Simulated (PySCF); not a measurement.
## Radial density of Cu⁺ (copper, charge +1)

UHF, [Ar] 3d9 4s1, high-spin 3D determinant (an excited configuration). All numbers are calculated (PySCF 2.14, no relativity, point nucleus, in def2-TZVPPD (6s6p4d2f1g, 67 functions)).

```json
{"r (bohr)": "0.000737", "4πr²ρ (e/bohr)": "0.1086", "4πr²(ρα − ρβ)": "0.0000"}
{"r (bohr)": "0.00124", "4πr²ρ (e/bohr)": "0.2994", "4πr²(ρα − ρβ)": "0.0001"}
{"r (bohr)": "0.00209", "4πr²ρ (e/bohr)": "0.8047", "4πr²(ρα − ρβ)": "0.0003"}
{"r (bohr)": "0.00351", "4πr²ρ (e/bohr)": "2.099", "4πr²(ρα − ρβ)": "0.0008"}
{"r (bohr)": "0.00590", "4πr²ρ (e/bohr)": "5.166", "4πr²(ρα − ρβ)": "0.0019"}
{"r (bohr)": "0.00992", "4πr²ρ (e/bohr)": "11.59", "4πr²(ρα − ρβ)": "0.0040"}
{"r (bohr)": "0.0167", "4πr²ρ (e/bohr)": "22.20", "4πr²(ρα − ρβ)": "0.0073"}
{"r (bohr)": "0.0281", "4πr²ρ (e/bohr)": "32.93", "4πr²(ρα − ρβ)": "0.0090"}
{"r (bohr)": "0.0472", "4πr²ρ (e/bohr)": "33.56", "4πr²(ρα − ρβ)": "0.0045"}
{"r (bohr)": "0.0794", "4πr²ρ (e/bohr)": "27.75", "4πr²(ρα − ρβ)": "0.0060"}
{"r (bohr)": "0.134", "4πr²ρ (e/bohr)": "36.98", "4πr²(ρα − ρβ)": "0.0629"}
{"r (bohr)": "0.225", "4πr²ρ (e/bohr)": "33.68", "4πr²(ρα − ρβ)": "0.2464"}
{"r (bohr)": "0.378", "4πr²ρ (e/bohr)": "17.51", "4πr²(ρα − ρβ)": "0.7971"}
{"r (bohr)": "0.636", "4πr²ρ (e/bohr)": "22.54", "4πr²(ρα − ρβ)": "1.1516"}
{"r (bohr)": "1.07", "4πr²ρ (e/bohr)": "9.906", "4πr²(ρα − ρβ)": "0.6225"}
{"r (bohr)": "1.80", "4πr²ρ (e/bohr)": "1.785", "4πr²(ρα − ρβ)": "0.4881"}
{"r (bohr)": "3.03", "4πr²ρ (e/bohr)": "0.4317", "4πr²(ρα − ρβ)": "0.3524"}
{"r (bohr)": "5.09", "4πr²ρ (e/bohr)": "0.02834", "4πr²(ρα − ρβ)": "0.0283"}
{"r (bohr)": "8.56", "4πr²ρ (e/bohr)": "2.297e-05", "4πr²(ρα − ρβ)": "0.0000"}
```
